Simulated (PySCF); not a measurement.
## 5-chlorovaleronitrile (ClCCCCC#N, C₅H₈ClN)

Geometry:
```
atom   x (Å)   y (Å)   z (Å)
  N1   2.291   1.196   1.070
  C2   1.906   0.208   0.607
  C3   1.384  -1.015   0.005
  C4   0.117  -0.780  -0.818
  C5  -1.049  -0.263   0.010
  C6  -2.310  -0.020  -0.790
 Cl7  -2.945  -1.529  -1.522
  H8   2.177  -1.453  -0.622
  H9   1.190  -1.738   0.815
 H10  -0.167  -1.730  -1.296
 H11   0.338  -0.071  -1.634
 H12  -1.273  -0.971   0.826
 H13  -0.773   0.692   0.491
 H14  -2.135   0.682  -1.619
 H15  -3.112   0.383  -0.158
```

Computed, not measured: quadratic response CAM-B3LYP/aug-cc-pVDZ first hyperpolarisability, Taylor convention, gas phase in PySCF. Geometry: PBE0-D3(BJ)/def2-SVP.

Task: Give the tensor of the second harmonic β(−2ω;ω,ω) at 1907 nm in the axes of these coordinates.

Result: In au, Taylor convention; rows are the first index (the induced dipole):
|  | xx | yy | zz | xy | xz | yz |
| --- | --- | --- | --- | --- | --- | --- |
| x | +2.4 | -12.5 | +0.4 | +8.6 | +3.2 | -5.2 |
| y | +8.7 | -14.5 | +1.7 | -12.5 | -5.2 | -16.3 |
| z | +3.2 | -16.3 | +4.1 | -5.2 | +0.5 | +1.6 |

Norm of βᵢ = ⅓ Σⱼ (βᵢⱼⱼ + βⱼᵢⱼ + βⱼⱼᵢ): 13.8 au, hyper-Rayleigh value 14.1 au.
